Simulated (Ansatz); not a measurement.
Born–Oppenheimer molecular dynamics of FGeH3 (5 atoms, charge 0, multiplicity 1). It starts at the highest image of a converged band, a first-order saddle point between two minima.

These are results of RKS BLYP/def2-SVP (Ansatz 0.2.0), not measurements.

```
ensemble                      : NVE (velocity Verlet)
time step                     : 0.5 fs
steps asked                   : 200
starting velocities drawn for : 100 K
seed                          : 10941
```

First frame:

```xyz
5
Properties=species:S:1:pos:R:3
Ge 0.204 0.000 -0.364
F 1.001 0.000 1.548
H 1.655 0.000 0.435
H -0.772 1.236 -0.344
H -0.772 -1.236 -0.344
```

How far do the bonds stretch over the last three quarters of this one trajectory? (Pairs bonded in most of those frames.)


```csv
bond,mean (Å),spread (Å),shortest,longest
Ge1–H4,1.621,0.014,1.60,1.65
Ge1–H5,1.624,0.034,1.57,1.68
F2–H3,0.952,0.047,0.88,1.04
```

Pairs bonded in part of these frames only: Ge1–F2 12 %.

Mean temperature of the second half: 761 K. The conserved energy stayed within 0.51 meV per atom of its start (net change 0.17 meV per atom), so the integration is sound. The kinetic energy rose, since the run started high on the potential surface and went downhill. It ends in pieces (FH + GeH2), so much of that is their flight and rotation, not heat. A run of 0.1 ps of so small a system gives no equilibrium averages. The orbitals stay closed-shell, which can raise the energy where a bond breaks towards radicals; this wasn't checked here.

Run time: 94 s on 1 thread of Intel(R) Xeon(R) 6975P-C (Granite Rapids) (shared host), peak memory 0.11 GiB.
